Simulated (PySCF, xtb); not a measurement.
ClH5SSi2, SMILES S([SiH2]Cl)[SiH3]. Other conformers were not sampled.

Harmonic wavenumbers (cm⁻¹) from GFN2-xTB in xtb at its own minimum, in rising order: 36, 83, 101, 166, 448, 468, 498, 520, 531, 562, 598, 691, 744, 754, 766, 780, 2300, 2314, 2325, 2374, 2377.

**Question.** What does PySCF with PBE0-D3(BJ)/def2-SVP give at its own minimum? (The exact figures need the calculation; the answer reports its results.)

**Answer.** 53, 104, 123, 205, 482, 514, 562, 570, 623, 645, 713, 851, 919, 931, 939, 944, 2236, 2259, 2260, 2265, 2281. Paired by order, the mean absolute difference is 87 cm⁻¹ and the zero-point energies are 27.8 and 29.3 kcal/mol.
